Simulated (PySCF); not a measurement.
C4H6NO, SMILES O=C1CCC[N]1 (connectivity only; charge and spin as stated), charge -1, multiplicity 1.

Geometry optimised at B3LYP-D3(BJ)/def2-SVPD. The multiplicity is an assumed one; no other spin state was optimised. The isomer is the one that the SMILES or the coordinates give; other isomers of the formula were not compared. One conformer was computed; it need not be the lowest.

Estimates of the vertical detachment energy (IE) of the anion in eV. Rows of orbital energies are one-electron estimates, which approximate functionals can put far too low.

```csv
level,IE
"−ε(HOMO), −ε(LUMO), B3LYP/def2-SVPD (PySCF)",?
"−ε(HOMO), −ε(LUMO), PBE/def2-SVPD (PySCF)",-0.46
```

Question: Fill in the missing entries. (An estimate is asked for; the answer gives what the named calculation found.)

Answer: 
- −ε(HOMO), −ε(LUMO), B3LYP/def2-SVPD (PySCF), IE: 0.50
